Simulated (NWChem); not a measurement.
Basis-set dependence for CH2Cl

```
C
H 1 1.0979
H 1 1.0979 2 123.70
Cl 1 1.7056 2 118.15 3 180.00
```
Charge 0, spin multiplicity 2.

Everything below was run with NWChem. The geometry was optimised at UPBE/def2-SVP, a minimum by its harmonic frequencies.

Hartree-Fock energies in Ha, correlation energies in mHa.

The correlated methods keep 6 core orbitals frozen. The structure started from a generated list of species. The unpaired electrons of the parent sit in orbitals of symmetry b2 (C2v labels of the run); other states weren't searched. The stability of the SCF solutions was not checked. Open-shell Hartree-Fock references start from PBE0 orbitals. Coupled-cluster values serve here as a point of comparison, not as the truth.

```json
[
 {"basis": "STO-3G", "functions": "16", "UHF": "-493.07813", "UMP2": "-45.7", "SCS-UMP2": "-51.0", "CCSD on ROHF": "-70.3", "CCSD[T] on ROHF": "-71.2", "CCSD(T) on ROHF": "-71.0", "CCSD on UHF": "-65.6", "CCSD[T] on UHF": "-66.3", "CCSD(T) on UHF": "-66.2", "URI-MP2": "not run"},
 {"basis": "cc-pVDZ", "functions": "42", "UHF": "-498.48552", "UMP2": "-255.3", "SCS-UMP2": "-251.0", "CCSD on ROHF": "-290.1", "CCSD[T] on ROHF": "-297.3", "CCSD(T) on ROHF": "-297.0", "CCSD on UHF": "-285.0", "CCSD[T] on UHF": "-291.9", "CCSD(T) on UHF": "-291.6", "URI-MP2": "-255.3"},
 {"basis": "cc-pVTZ", "functions": "92", "UHF": "-498.51409", "UMP2": "-336.6", "SCS-UMP2": "-334.8", "CCSD on ROHF": "-373.6", "CCSD[T] on ROHF": "-388.9", "CCSD(T) on ROHF": "-388.4", "CCSD on UHF": "not run", "CCSD[T] on UHF": "not run", "CCSD(T) on UHF": "not run", "URI-MP2": "-336.6"}
]
```

From cc-pVDZ to cc-pVTZ the Hartree-Fock energy moves by -28.6 mHa and the UMP2 correlation energy by -81.4 mHa, which is 24 % of its value in the larger set.
